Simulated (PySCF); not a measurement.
Trends in electronic spectra. Level of theory: PySCF, TDDFT CAM-B3LYP/def2-SVPD, vertical, gas phase, core orbitals frozen in the response. Geometries: GFN2-xTB; one conformer of each isolated species. Triplets are in the Tamm–Dancoff approximation.

**Question.** Rank by computed HOMO–LUMO gap, lowest first.
A. `CCC1=PC=CS1`
B. `C[SiH2]CS[Si@@H](F)[SiH3]`
C. `CC1=C(C#N)C=PC=C1`
D. `N=C1CCC1`
E. `FC(F)Cl`
F. `C1=NCCC1`
G. `O=C(C=C)C/C=N\[H]`
H. `CCCC#N`

**Answer.** C (7.49 eV), A (7.64 eV), G (7.89 eV), B (8.68 eV), D (9.59 eV), F (10.14 eV), H (11.78 eV), E (12.11 eV).

```
                   SMILES  gap (eV)  f (S1)  α (au)  S1 (eV)  HOMO (eV)    S1 mainly
             Cc1ccpcc1C#N      7.49   0.039   109.3     4.53      -8.57    H→L (42%)
                CCc1pccs1      7.64   0.132    99.3     4.87      -7.84    H→L (94%)
        [H]/N=C\CC(=O)C=C      7.89   0.003    70.5     3.75      -8.93    H→L (62%)
C[SiH2]CS[Si@@H](F)[SiH3]      8.68   0.007   129.8     5.41      -8.41    H→L (77%)
                 N=C1CCC1      9.59   0.002    53.1     5.16      -8.57    H→L (95%)
                 C1=NCCC1     10.14   0.003    51.2     5.51      -8.78    H→L (95%)
                   CCCC#N     11.78   0.000    51.4     7.85     -10.77  H→L+3 (20%)
                  FC(F)Cl     12.11   0.004    30.8     7.83     -11.19    H→L (84%)
```

H and L stand for HOMO and LUMO.
